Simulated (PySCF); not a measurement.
## Calculated properties of i-Pe2O, `CC(C)CCOCCC(C)C`

Species: i-Pe2O, C10H22O.
Numbering: `[CH3:1][CH:2]([CH3:3])[CH2:4][CH2:5][O:6][CH2:7][CH2:8][CH:9]([CH3:10])[CH3:11]` (hydrogens: H12, H13, H14 on C1; H15 on C2; H16, H17, H18 on C3; H19, H20 on C4; H21, H22 on C5; H23, H24 on C7; H25, H26 on C8; H27 on C9; H28, H29, H30 on C10; H31, H32, H33 on C11)

Some functional groups and rings: ether.

**PBE0-D3(BJ)/def2-SVP geometry optimisation, gas phase (PySCF)**

- Point group: C1
- Rotational constants A, B, C: 3.007, 0.333, 0.318 GHz

**CAM-B3LYP/def2-SVPD ground state and vertical TDDFT (core frozen in the response) (PySCF)**

- Dipole moment: 1.17 D
- HOMO energy: -8.67 eV
- LUMO energy: 1.32 eV
- HOMO–LUMO gap: 9.99 eV
- Lowest singlet excitation: 7.25 eV (171 nm, f = 0.010)
- Strongest line among the 10 lowest singlet transitions: S3 at 7.84 eV (158 nm, f = 0.035)
- Lowest triplet excitation (Tamm–Dancoff): 7.10 eV
- Static isotropic polarisability: 128.7 au
- Electronic spatial extent ⟨r²⟩ about the centre of nuclear charge: 3670 bohr²

From PBE0/pcSseg-1 ground state and GIAO shieldings, non-relativistic (PySCF):

* Lowest Hirshfeld atomic charge: -0.13 e on O6
* Highest Hirshfeld atomic charge: +0.04 e on H14, H16, H18, H19, H20, H23, H25, H28, H29, H30, H31, H32, H33
* 13C chemical shifts (computed TMS as zero) by class: 70.0 (C5/C7), 39.9 (C4/C8), 26.2 (C2/C9), 23.8 (C1/C3/C10/C11) ppm
* 1H chemical shifts (computed TMS as zero) by class: 3.36 (H21/H22/H23/H24), 1.57 (H15/H27), 1.24 (H19/H20/H25/H26), 0.87 (H12/H13/H14/H16/H17/H18/H28/H29/H30/H31/H32/H33) ppm
* Isotropic shieldings of nuclei other than C and H, by class: 292 (O6) ppm
* Mayer bond orders between heavy atoms: C1–C2 1.02, C2–C3 1.04, C2–C4 1.00, C4–C5 1.07, C5–O6 0.92, O6–C7 0.93, C7–C8 1.03, C8–C9 1.00, C9–C10 1.04, C9–C11 1.02

From B3LYP/pcJ-1 indirect spin-spin coupling, non-relativistic, gas phase; spin–dipole term left out (PySCF):

- Largest of the computed one-bond spin–spin couplings (means over like bonds): 13C–1H +142.4 (C5–H21 and 3 like it), 13C–1H +131.3 (C1–H12 and 11 like it), 13C–1H +131.1 (C2–H15 and 1 like it), 13C–1H +130.0 (C4–H19 and 3 like it) Hz

Monoisotopic mass (most abundant isotopes): 158.1671 u.

The polarisability is 19.07 Å³ as a volume (1 au = 0.148185 Å³), or 1.43 au for each of the 90 electrons. No computed singlet falls in the visible range (750 to 380 nm, 1.65 to 3.26 eV); S1 lies 3.99 eV above its blue end. The principal polarisabilities are 112.1, 121.3 and 152.6 au; their mean is the isotropic value. The largest Löwdin shares of the HOMO are 0.52 on O6, 0.10 on C5, 0.08 on C7 and 0.07 on C8.

 NMR classes are plain means over equivalent atoms (diastereotopic ones count apart unless rotation or inversion swaps them), as if these changed places fast; in this geometry the members of some classes differ.

One conformer stands for the species.
